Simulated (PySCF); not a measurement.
Isomers of C6H7ClF2, one GFN2-xTB conformer each. Single-point energies are computed at PBE0/pcSseg-1 (PySCF, gas phase, no added dispersion term), electronic only.

```tsv
SMILES	GFN2-xTB relative energy (kJ/mol)
C/C=C1/[C@@H](F)C[C@]1(F)Cl	81.9
FC1CC(=C[C@H](F)Cl)C1	92.2
FC(F)[C@@H]1CC=C(Cl)C1	0.0
```

Conformers: `[CH3:1]/[CH:2]=[C:3]1/[C@@H:4]([F:5])[CH2:6][C@:7]1([F:8])[Cl:9]` with C2–C3–C4–F5 50°, C3–C4–C6–C7 8°, C4–C6–C7–F8 -128°, C2–C3–C7–C6 -168°; `[F:1][C@H:2]([Cl:3])[CH:4]=[C:5]1[CH2:6][CH:7]([F:8])[CH2:9]1` with F1–C2–C4–C5 26°; `[F:1][CH:2]([F:3])[C@@H:4]1[CH2:5][CH:6]=[C:7]([Cl:8])[CH2:9]1` with F1–C2–C4–C5 179°, C2–C4–C5–C6 -100°, C4–C5–C6–C7 -12°, C6–C7–C9–C4 12°, C2–C4–C9–C7 100°.

Question: What does PBE0/pcSseg-1 give for the same structures?

Answer: 
```json
{"SMILES": "FC(F)[C@@H]1CC=C(Cl)C1", "PBE0/pcSseg-1 E (Eh)": "-892.04827", "PBE0/pcSseg-1 (kJ/mol)": "0.0", "GFN2-xTB (kJ/mol)": "0.0", "point group": "C1"}
{"SMILES": "C/C=C1/[C@@H](F)C[C@]1(F)Cl", "PBE0/pcSseg-1 E (Eh)": "-892.00953", "PBE0/pcSseg-1 (kJ/mol)": "101.7", "GFN2-xTB (kJ/mol)": "81.9", "point group": "C1"}
{"SMILES": "FC1CC(=C[C@H](F)Cl)C1", "PBE0/pcSseg-1 E (Eh)": "-892.00381", "PBE0/pcSseg-1 (kJ/mol)": "116.7", "GFN2-xTB (kJ/mol)": "92.2", "point group": "C1"}
```

Both levels put the same isomer lowest; measured from each level's own lowest isomer, the values differ by up to 24.5 kJ/mol (FC1CC(=C[C@H](F)Cl)C1: 92.2 against 116.7). As drawn, the lowest has two fluorines on one carbon, which the highest lacks; the highest has a four-membered ring, which the lowest lacks.

Question: Which frontier levels, dipoles and rotational constants go with these structures?

Answer: 
| SMILES | HOMO (eV, PBE0/pcSseg-1) | LUMO (eV) | dipole (D) | A, B, C (MHz) |
| --- | --- | --- | --- | --- |
| FC(F)[C@@H]1CC=C(Cl)C1 | -7.25 | -0.04 | 1.59 | 2852, 738.0, 641.2 |
| C/C=C1/[C@@H](F)C[C@]1(F)Cl | -7.89 | -1.12 | 1.44 | 1595, 1209, 877.9 |
| FC1CC(=C[C@H](F)Cl)C1 | -7.63 | -0.87 | 1.96 | 3256, 623.1, 598.5 |
